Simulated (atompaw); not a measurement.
# cadmium PAW (atompaw): all-electron and pseudo phase curves

Cd, PAW, made with atompaw 4.2.0.5 (PBEsol, scalar-relativistic). Core [Kr], reference 4d10 5s2 5p0. Waves: 5s (bound): rc 2.40 bohr; 5s channel at 0.75 Ry: rc 3.00 bohr; 5p (bound, empty): rc 3.00 bohr; 5p channel at 1.25 Ry: rc 3.00 bohr; 4d (bound): rc 3.00 bohr; 4d channel at -0.5 Ry: rc 3.00 bohr. Local part: bessel scheme, radius 2.40 bohr. Core correction: smooth core density matched at 1.95 bohr. Augmentation charge: besselshape compensation charge, radius 2.60 bohr; PAW radius 3.00 bohr; waves and projectors: custom polynom gramschmidtortho.

The phase is arctan(r·u′/u) with u = r·R(r), unwrapped; energies in Ry, scanned from -3 to 5 Ry. A pole is an energy at which the radial function vanishes at the test radius. The pseudo phase is shifted by a multiple of π to meet the all-electron one at the reference energy, and phase errors are pseudo minus all-electron; the curves can meet again beyond the range given. Levels narrower than the energy grid can be missing from the lists of poles.

Q: For each channel, where are the poles, and over which energies does the pseudopotential scatter like the atom?

A:

```json
{"channel": "s", "radius (bohr)": "3.02", "reference energy (Ry)": "-0.42", "poles, all-electron": "0.57", "poles, pseudo": "0.57, 4.46", "unbroken range about the reference energy with phases within 0.05 rad": "below 2.7", "phase error 1 Ry above the reference energy (rad)": "-0.000"}
{"channel": "p", "radius (bohr)": "3.02", "reference energy (Ry)": "-0.08", "poles, all-electron": "1.54", "poles, pseudo": "1.54", "unbroken range about the reference energy with phases within 0.05 rad": "below 3.6", "phase error 1 Ry above the reference energy (rad)": "-0.000"}
{"channel": "d", "radius (bohr)": "3.02", "reference energy (Ry)": "-0.86", "poles, all-electron": "-0.79, 3.38", "poles, pseudo": "-0.79, 3.95", "unbroken range about the reference energy with phases within 0.05 rad": "below 1.0", "phase error 1 Ry above the reference energy (rad)": "+0.001"}
```

Phases in the d channel:

| E (Ry) | all-electron | pseudo |
| --- | --- | --- |
| -3.00 | 1.382 | 1.382 |
| -2.76 | 1.374 | 1.374 |
| -2.52 | 1.365 | 1.365 |
| -2.28 | 1.353 | 1.354 |
| -2.04 | 1.340 | 1.340 |
| -1.80 | 1.323 | 1.323 |
| -1.56 | 1.298 | 1.298 |
| -1.32 | 1.256 | 1.257 |
| -1.08 | 1.134 | 1.134 |
| -0.84 | -1.406 | -1.406 |
| -0.60 | -1.762 | -1.762 |
| -0.36 | -1.836 | -1.836 |
| -0.12 | -1.893 | -1.893 |
| 0.12 | -1.956 | -1.955 |
| 0.36 | -2.041 | -2.038 |
| 0.60 | -2.170 | -2.163 |
| 0.84 | -2.397 | -2.376 |
| 1.08 | -2.830 | -2.768 |
| 1.32 | -3.488 | -3.378 |
| 1.56 | -4.003 | -3.908 |
| 1.80 | -4.277 | -4.206 |
| 2.04 | -4.426 | -4.371 |
| 2.28 | -4.519 | -4.471 |
| 2.52 | -4.582 | -4.538 |
| 2.76 | -4.629 | -4.585 |
| 3.00 | -4.666 | -4.622 |
| 3.24 | -4.697 | -4.651 |
| 3.48 | -4.724 | -4.675 |
| 3.72 | -4.749 | -4.695 |
| 3.96 | -4.773 | -4.713 |
| 4.20 | -4.798 | -4.729 |
| 4.44 | -4.824 | -4.744 |
| 4.68 | -4.855 | -4.758 |
| 4.92 | -4.891 | -4.772 |
